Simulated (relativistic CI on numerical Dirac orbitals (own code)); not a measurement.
Cu3+ in a cubic cluster: 2p photoemission with charge transfer

Computed with a charge-transfer multiplet model of a cubic metal-ligand cluster with up to 2 ligand holes, Slater and spin-orbit integrals from Dirac-Coulomb-Breit ions, Slater integrals scaled by 0.7. The ground state mixes d8 with configurations of k ligand holes L, whose averages lie at kΔ + k(k − 1)U_dd/2; a core hole lowers each added d electron by U_cd. 20 K, Lorentzian 0.6 eV and Gaussian 0.8 eV FWHM.

Atomic integrals in eV (Slater integrals scaled, ζ unscaled), ground: F2dd 9.683, F4dd 6.042, zeta_d 0.110; with the core hole: F2dd 10.861, F4dd 6.812, zeta_d 0.150, zeta_core 13.370, F2cd 6.618, G1cd 5.133, G3cd 2.922.

Cluster parameters (eV): U_dd = 7.5, U_cd = 9, 10Dq = 0.8, 10Dq(ligand) = 1.2, V(eg) = 1.65, V(t2g) = -0.88, final-state hopping factor = 1.

```tsv
Case	n_d	d8	d9L	d10L2	S
Δ = -0.2 eV	8.51	0.51	0.46	0.02	1.00
Δ = 2.8 eV	8.21	0.79	0.20	0.00	1.00
Δ = 3.8 eV	8.16	0.84	0.15	0.00	1.00
Δ = 4.8 eV	8.12	0.88	0.12	0.00	1.00
Δ = 5.8 eV	8.10	0.91	0.09	0.00	1.00
```

Weights, n_d and S are thermal averages at 20 K. Binding energies count from the first peak over 30 % of the highest in each spectrum, which can be another peak from case to case. The parameters are a model scan and need not match a compound or its usual spin state. Peaks in eV (height, largest 100):
- Δ = -0.2 eV: 0.0 (100), 5.7 (48), 10.8 (23), 11.9 (25), 15.3 (9), 20.2 (47), 25.1 (40), 32.9 (21)
- Δ = 2.8 eV: 0.0 (100), 5.2 (67), 8.3 (39), 8.9 (38), 11.5 (18), 20.4 (47), 25.3 (34), 29.3 (38)
- Δ = 3.8 eV: 0.0 (100), 5.3 (82), 8.2 (36), 10.6 (19), 20.4 (46), 25.6 (40), 28.5 (36)
- Δ = 4.8 eV: 0.0 (100), 5.1 (73), 7.8 (25), 9.9 (18), 20.6 (45), 25.9 (46), 28.1 (22)
- Δ = 5.8 eV: 0.0 (100), 4.5 (59), 9.2 (14), 20.6 (45), 25.9 (41), 28.6 (8)

For the case Δ = 2.8 eV, Δ = 2.8 eV is smaller than U_dd = 7.5 eV, the charge-transfer side of the Zaanen-Sawatzky-Allen scheme. With the core hole the configuration with one ligand hole lies at Δ − U_cd = -9.2, -6.2, -5.2, -4.2, -3.2 eV from the one without, in the order of the table; where this is negative the screened configuration lies lower.
